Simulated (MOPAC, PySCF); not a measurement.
H4GeS4, SMILES `[Ge]([SH])([SH])([SH])[SH]`, neutral singlet in the gas phase. 

Z-matrix (Å, degrees):
```
Ge
S 1 2.2191
H 2 1.3462 1 93.25
S 1 2.2191 2 115.52 3 -67.26
H 4 1.3462 1 93.25 2 -67.23
S 1 2.2192 2 106.53 3 174.68
H 6 1.3462 1 93.26 2 -50.80
S 1 2.2192 2 106.52 3 50.81
H 8 1.3462 1 93.27 2 -174.61
```
Charge 0, spin multiplicity 1.

All levels are single points at this geometry (r2SCAN-D4/def2-TZVP); Pople sets use spherical d functions. Orbital energies aren't observables, and empty levels follow the basis.

| level | HOMO (eV) | LUMO (eV) | gap (eV) | dipole (D) | vertical IE, Delta-SCF (eV) |
|---|---|---|---|---|---|
| PBE-D3(BJ)/def2-TZVP in PySCF | -6.39 | -2.30 | 4.09 | 0.00 | – |
| r2SCAN-D4/def2-TZVP in PySCF | -6.69 | -2.11 | 4.58 | 0.00 | – |
| B3LYP/3-21G in PySCF | -7.67 | -1.84 | 5.83 | 0.00 | – |
| B3LYP/6-31G* in PySCF | -7.33 | -1.61 | 5.72 | 0.00 | 9.23 |
| B3LYP/LANL2DZ in PySCF | -7.69 | -1.85 | 5.83 | 0.00 | – |
| BP86/6-31G* in PySCF | -6.46 | -2.41 | 4.05 | 0.00 | – |
| SVWN5/6-31G* in PySCF | -6.45 | -2.49 | 3.95 | 0.00 | – |
| HF/3-21G in PySCF | -10.98 | 1.89 | 12.87 | 0.00 | – |
| HF/6-31G* in PySCF | -10.51 | 2.43 | 12.93 | 0.00 | 9.36 |
| HF/STO-3G in PySCF | -7.09 | 8.31 | 15.39 | 0.00 | – |
| AM1 in MOPAC | -10.04 | -2.73 | 7.31 | 0.00 | – |
| PM3 in MOPAC | -10.06 | -3.35 | 6.71 | 0.00 | – |
| PM6 in MOPAC | -9.71 | -1.43 | 8.28 | 0.00 | – |
